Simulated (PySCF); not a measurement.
**How methods differ on the excitation energy of Nb**

Nb [Kr] 4d4 5s1 (6D) → Nb [Kr] 4d3 5s2 (4F), as a difference of total energies. Calculation: PySCF 2.14, in def2-QZVPPD with the def2 core potential (28 electrons); scalar relativity through the core potential. Correlated levels: valence: 4s2 4p6 frozen. The calculations carry no spin-orbit coupling.

```tsv
method	excitation energy (eV)
UHF	0.711
MP2 (valence)	0.336
SCS-MP2 (valence)	-0.336
CCSD (valence)	0.213
CCSD(T) (valence)	0.141
```

How much does correlation contribute at CCSD(T) (valence)?

0.141 − (0.711) = -0.570 eV, measured against UHF.

Errors of the correlated levels include the incompleteness of this basis and the frozen core.

For comparison: 0.184 eV (measured; NIST levels, between the centres of gravity of the two terms).
